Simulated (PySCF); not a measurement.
## A small calculation by hand: oscillator strength and radiative lifetime

C4H8BN, SMILES C#CCB(C)N.

Coordinates come from a PBE-D3(BJ)/def2-SVP optimisation. The structure was generated by enumeration, and PubChem lists no compound with its InChIKey, so it may never have been made. One conformer was computed; it need not be the lowest.

TDDFT-M06-2X/def2-SVPD in PySCF 2.14.0 puts the first singlet state with f over 0.02 at 6.62 eV (vertical), with the transition dipole (0.326, -0.049, 0.151) in atomic units.

### Question
Find the oscillator strength, the wavelength and the radiative lifetime that this transition would have in vacuum if emission retraced absorption.

### Answer

|μ|² = 0.1315 au, so |μ| = 0.92 D. ΔE = 6.62/27.211 = 0.2433 hartree. f = (2/3) ΔE |μ|² = 0.021 (the program prints 0.021).
λ = 1239.84/6.62 = 187 nm; ν = 53394 cm⁻¹.
Einstein's coefficient A = 0.6670 ν² f s⁻¹ (ν in cm⁻¹) = 4.1e7 s⁻¹, so τ = 1/A = 25 ns. This state is S2; the lower singlet has f = 0.000. The figure is the radiative limit of this one transition; relaxation, internal conversion, crossing to triplets and a medium change what is measured.
